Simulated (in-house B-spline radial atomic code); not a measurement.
Results of a calculation; reference values are marked as such.
**Ni ion on As atom: potential, deflection and energy transfer**

The pair potential comes from two frozen, spherical free-atom densities (PBE, B-spline radial code, scalar-relativistic past argon): electrostatics plus the change in Thomas-Fermi kinetic and Dirac exchange energy where they overlap, the recipe behind the universal ZBL potential, which averages such potentials (from solid-state densities) over many pairs. It is written V = (Z1 Z2 e²/r) φ(r/a), with e² = 14.3996 eV·Å and a = 0.46850 Å/(Z1^0.23 + Z2^0.23); ZBL's fit is φ = 0.18175 e^(−3.1998x) + 0.50986 e^(−0.94229x) + 0.28022 e^(−0.4029x) + 0.02817 e^(−0.20162x). Where φ falls below 4e-4 it is continued as an exponential.

Masses 58.69 and 74.92 u.

```json
{"x = r/a": "0.1", "φ, this pair": "0.8931", "φ, ZBL": "0.8928"}
{"x = r/a": "0.5", "φ, this pair": "0.6234", "φ, ZBL": "0.6096"}
{"x = r/a": "1.5", "φ, this pair": "0.3123", "φ, ZBL": "0.2995"}
{"x = r/a": "3", "φ, this pair": "0.1365", "φ, ZBL": "0.1292"}
{"x = r/a": "5", "φ, this pair": "0.05409", "φ, ZBL": "0.05224"}
{"x = r/a": "8", "φ, this pair": "0.01672", "φ, ZBL": "0.01705"}
{"x = r/a": "12", "φ, this pair": "0.004585", "φ, ZBL": "0.00474"}
{"x = r/a": "17", "φ, this pair": "0.001191", "φ, ZBL": "0.001212"}
```

Problem. At x = 5 the electrostatic, kinetic and exchange parts are -179.39, 1653.0 and -125.75 eV. Find r, V and φ.

Solution. a = 0.46850/(2.1520 + 2.2349) = 0.10679 Å, so r = 0.53397 Å. V = -179.39 + 1653.0 + (-125.75) = 1347.86 eV. The bare repulsion is 28 × 33 × 14.3996/0.53397 = 24917 eV, so φ = 0.0541, +3.5 % against ZBL's 0.0522. The kinetic (Pauli) term is 123 % of V here, as the other two terms together attract.

Problem. The ion comes in at 2.222 keV with impact parameter 0.0534 Å. The scattering integral gives a centre-of-mass angle of 164.7° and a closest approach of 5.144 a. What are the reduced energy, the energy passed on and the laboratory angles?

Solution. ε = E a M2/(Z1 Z2 e² (M1 + M2)) = 2222 × 4.5008e-06 = 0.01. The most that one collision can pass on is γE with γ = 4 M1 M2/(M1 + M2)² = 0.9852. Here T = γE sin²(θ/2) = 0.9852 × 2222 × 0.9823 = 2150 eV. The ion turns by arctan(sin θ/(cos θ + M1/M2)) = 124.5° (second quadrant: it bounces back), and the struck atom leaves at (180° − θ)/2 = 7.7°. The closest approach is 0.549 Å. With ZBL the angle would be 164.45° and T = 2149 eV.
